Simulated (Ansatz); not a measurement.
CH$_{6}$GeNO (`C[O][GeH][NH2]`) radical at its PBE0-D4/def2-TZVP geometry, where that method's forces vanish. Charge 0, multiplicity 2.

```xyz
10

C    -0.1593   -1.3047   -1.2816
O    -0.1531   -0.7519    0.0111
Ge   -0.4257    0.9939    0.2576
N     0.3984    1.2304    1.8856
H    -0.8118   -2.1829   -1.3019
H    -0.5147   -0.6053   -2.0495
H     0.8531   -1.6190   -1.5585
H     0.3830    1.7669   -0.8485
H     0.1190    2.0540    2.4011
H     0.3110    0.4186    2.4846
```

Question: What forces (eV/Å) does r2SCAN-D4/def2-TZVPP give on these atoms in Ansatz 0.2.0? (Best estimate.)

Answer: The calculation gave: 
```
C1  -0.016 -0.118 -0.306
O2   0.066  0.026  0.300
Ge3 -0.163  0.118 -0.090
N4   0.118 -0.009  0.002
H5   0.008  0.008  0.003
H6   0.004 -0.004  0.011
H7  -0.005  0.003  0.007
H8   0.031 -0.016  0.013
H9  -0.017  0.000  0.026
H10 -0.026 -0.008  0.033
```
